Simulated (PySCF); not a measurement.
# PySCF run on K3S⁺

Input:

```python
from pyscf import gto, scf

mol = gto.M(
    atom='S 0 0 0; K 0 0 2.8315; K 2.4521 0 -1.4157; K -2.4521 0 -1.4157',
    basis='sbkjc',
    ecp={'S': 'sbkjc', 'K': 'sbkjc'},
    charge=1,
    spin=0,
    symmetry=True,
    verbose=4,
)
mf = scf.RHF(mol)
mf.kernel()
mf.dip_moment()
print('orbital energies (hartree):', mf.mo_energy[..., max(0, mol.nelec[1]-3):mol.nelec[0]+3].round(4))
```

```bash
$ OMP_NUM_THREADS=1 python input.py
```

Output (some set-up lines and the per-cycle HOMO/LUMO lines with their warnings removed):

```
PySCF version 2.14.0

[INPUT] verbose = 4
[INPUT] num. atoms = 4
[INPUT] num. electrons = 8
[INPUT] charge = 1
[INPUT] spin (= nelec alpha-beta = 2S) = 0
[INPUT] symmetry True subgroup None
[INPUT] Mole.unit = angstrom
[INPUT] Symbol           X                Y                Z      unit          X                Y                Z       unit  Magmom
[INPUT]  1 S      0.000000000000   0.000000000000   0.000000000000 AA    0.000000000000   0.000000000000   0.000000000000 Bohr   0.0
[INPUT]  2 K      0.000000000000   0.000000000000   2.831500000000 AA    0.000000000000   0.000000000000   5.350759521706 Bohr   0.0
[INPUT]  3 K      2.452100000000   0.000000000000  -1.415700000000 AA    4.633797430046   0.000000000000  -2.675285274547 Bohr   0.0
[INPUT]  4 K     -2.452100000000   0.000000000000  -1.415700000000 AA   -4.633797430046   0.000000000000  -2.675285274547 Bohr   0.0

nuclear repulsion = 3.68777026828485
point group symmetry = C2v
symmetry origin: [-3.65004830e-17  0.00000000e+00  4.91846526e-05]
symmetry axis x: [ 0. -1.  0.]
symmetry axis y: [1. 0. 0.]
symmetry axis z: [ 0.  0. -1.]
num. orbitals of irrep A1 = 14
num. orbitals of irrep A2 = 2
num. orbitals of irrep B1 = 6
num. orbitals of irrep B2 = 10
number of shells = 16
number of NR pGTOs = 64
number of NR cGTOs = 32
basis = sbkjc
ecp = {'S': 'sbkjc', 'K': 'sbkjc'}

******** <class 'pyscf.scf.hf_symm.SymAdaptedRHF'> ********
method = SymAdaptedRHF
initial guess = minao
damping factor = 0
level_shift factor = 0
DIIS = <class 'pyscf.scf.diis.CDIIS'>
diis_start_cycle = 1
diis_space = 8
diis_damp = 0
SCF conv_tol = 1e-09
SCF conv_tol_grad = None
SCF max_cycles = 50
direct_scf = True
direct_scf_tol = 1e-13
Freeze 0 electrons in irreps []
    8 free electrons in irreps A1 A2 B1 B2
Set gradient conv threshold to 3.16228e-05
Initial guess from minao.
init E= -9.72179641486485
cycle= 1 E= -10.3115337607011  delta_E= -0.59  |g|= 0.269  |ddm|= 4.63
cycle= 2 E= -10.3377855521094  delta_E= -0.0263  |g|= 0.129  |ddm|= 1.62
cycle= 3 E= -10.3455918070403  delta_E= -0.00781  |g|= 0.00958  |ddm|= 0.798
cycle= 4 E= -10.3457515129632  delta_E= -0.00016  |g|= 0.00233  |ddm|= 0.0754
cycle= 5 E= -10.345765384332  delta_E= -1.39e-05  |g|= 0.000613  |ddm|= 0.0222
cycle= 6 E= -10.3457661527877  delta_E= -7.68e-07  |g|= 0.000109  |ddm|= 0.0102
cycle= 7 E= -10.3457661778624  delta_E= -2.51e-08  |g|= 1.51e-05  |ddm|= 0.00107
cycle= 8 E= -10.3457661782972  delta_E= -4.35e-10  |g|= 2.25e-06  |ddm|= 0.000495
Extra cycle  E= -10.3457661783046  delta_E= -7.36e-12  |g|= 8.17e-07  |ddm|= 1.68e-05
converged SCF energy = -10.3457661783046

WARN: System has nonzero charge 1; the dipole moment is origin-dependent.
Location of origin: [0. 0. 0.]

Dipole moment(X, Y, Z, Debye):  0.00000,  0.00000,  0.00040
orbital energies (hartree): [-0.3338 -0.3338 -0.3214 -0.0841 -0.0726 -0.0726]
```

In short: E(SCF) = -10.345766 Eh, 8 cycles.

Run time: 1.1 s on 1 thread of Arm Neoverse N1 (shared host).

The dipole of an ion depends on the origin.
